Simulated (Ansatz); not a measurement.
C5H8Cl3InN2⁺, that is In(IMe)Cl3 with one electron fewer. The state is a doublet with charge 1. Geometry PBE-D4/def2-SVP; atoms count from 1.

Cartesian coordinates in Å:
```
In 0.1162 1.2739 1.9271
C 0.0292 0.1358 0.0651
N 0.3930 0.5815 -1.1685
C 0.9268 1.9140 -1.4700
C 0.2022 -0.4179 -2.1001
C -0.2921 -1.5088 -1.4230
N -0.3906 -1.1482 -0.0950
C -0.8765 -2.0236 0.9760
H 1.9300 2.0391 -1.0191
H 1.0075 2.0225 -2.5657
H 0.2510 2.6968 -1.0778
H 0.4290 -0.2810 -3.1626
H -0.5792 -2.5016 -1.7846
H -1.7603 -1.5724 1.4641
H -1.1591 -2.9963 0.5387
H -0.0823 -2.1791 1.7299
Cl -1.7979 0.6883 3.4351
Cl 0.8639 3.4772 1.8909
Cl 0.7891 -0.2002 3.8396
```

In the def2 sets In takes a core potential; there is no spin–orbit coupling.

(1) Estimate the Mulliken populations from the PBE0/def2-TZVP orbitals of Ansatz.

(2) Where does the spin sit?

(3) And the Mayer bond orders between bonded heavy atoms (over 0.3)?

Answers

(1) 
| atom | charge (e) | spin (α − β) |
| --- | --- | --- |
| In1 | 0.82 | -0.04 |
| C2 | -0.06 | 0.00 |
| N3 | 0.04 | 0.00 |
| C4 | -0.35 | 0.00 |
| C5 | -0.11 | 0.00 |
| C6 | -0.11 | 0.00 |
| N7 | 0.04 | 0.00 |
| C8 | -0.34 | 0.00 |
| H9 | 0.19 | 0.00 |
| H10 | 0.18 | 0.00 |
| H11 | 0.19 | 0.00 |
| H12 | 0.21 | 0.00 |
| H13 | 0.21 | 0.00 |
| H14 | 0.18 | 0.00 |
| H15 | 0.18 | 0.00 |
| H16 | 0.19 | 0.00 |
| Cl17 | -0.10 | 0.52 |
| Cl18 | -0.28 | 0.00 |
| Cl19 | -0.10 | 0.52 |
Mulliken values and Mayer orders depend strongly on the basis.

(2) Summed by element: In -0.04, C 0.00, N 0.00, H 0.00, Cl 1.05, of 1 unpaired in all. Largest on single atoms: Cl19 0.52, Cl17 0.52, In1 -0.04.

(3) In1–C2 0.78 (2.18 Å); In1–Cl17 0.65 (2.51 Å); In1–Cl18 1.06 (2.33 Å); In1–Cl19 0.65 (2.51 Å); C2–N3 1.31 (1.36 Å); C2–N7 1.31 (1.36 Å); N3–C4 0.90 (1.47 Å); N3–C5 1.20 (1.38 Å); C5–C6 1.64 (1.38 Å); C6–N7 1.20 (1.38 Å); N7–C8 0.90 (1.47 Å). Values over 0.3 also appear between atoms too far apart for a bond (Cl17–Cl19 0.45 at 2.77 Å); they arise where an orbital or an unpaired electron spreads over both atoms.
